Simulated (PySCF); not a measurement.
**Multinuclear NMR of C$_{2}$H$_{5}$F$_{3}$O$_{2}$Si$_{2}$**

Bonds (- single, = double, # triple, : aromatic): O1=C2 1.200 Å, C2-Si3 1.925 Å, Si3-O4 1.597 Å, O4-Si5 1.645 Å, C2-C6 1.544 Å, C6-F7 1.345 Å, C6-F8 1.345 Å, C6-F9 1.331 Å. Si3 carries H10, H11; Si5 carries H12, H13, H14.

PySCF 2.14 calculation with NMR shieldings at PBE0/pcSseg-1/GIAO and geometry: GFN2-xTB; isolated molecule, averaged over atoms made equivalent by symmetry, fast rotation or ring inversion, non-relativistic, one conformer.

Task: Predict the 19F NMR data.

Result: 
```tsv
atoms	environment	σ (ppm)	δ (ppm)
F7/F8/F9	fluorine of a CF3 group	264.8	-78.3
```

Shieldings were converted by a linear fit to measured shifts: 19F (scatter 6.0 ppm rms, 7.0 ppm with the 5 outliers that the fit left out vs CFCl3, solution or neat liquid, with a term for F on sp3 carbon). Occasional misses reach two or three times the rms, and more in compound classes unlike the fitted ones.

On a 400 MHz spectrometer 19F resonates near 376.4 MHz, so 1 ppm is 376.4 Hz.

Task: What are the 29Si shifts?

Result: 
```json
{"atoms": "Si5", "environment": "silicon bonded to O, 3 H", "σ (ppm)": "383.6", "δ (ppm)": "-35.3"}
{"atoms": "Si3", "environment": "silicon bonded to C, O, 2 H", "σ (ppm)": "400.6", "δ (ppm)": "-49.3"}
```

Shieldings were converted by a linear fit to measured shifts: 29Si (scatter 8.9 ppm rms, 25.8 ppm with the 6 outliers that the fit left out vs TMS, solution or neat liquid). A few per cent of atoms miss by over 2 rms, more outside the fitted compound classes.

On a 300 MHz spectrometer 29Si resonates near 59.6 MHz, so 1 ppm is 59.6 Hz.

Task: Where does 17O resonate?

Result: 
| atoms | environment | σ (ppm) | δ (ppm) |
| --- | --- | --- | --- |
| O1 | carbonyl oxygen | -492.3 | 715.1 |
| O4 | oxygen bonded to 2 Si | 342.1 | -45.0 |

Shieldings were converted by a linear fit to measured shifts: 17O (scatter 10.7 ppm rms, 12.2 ppm with the 3 outliers that the fit left out vs liquid water, solution or neat liquid). A few per cent of atoms miss by over 2 rms, more outside the fitted compound classes.

On a 300 MHz spectrometer 17O resonates near 40.7 MHz, so 1 ppm is 40.7 Hz.
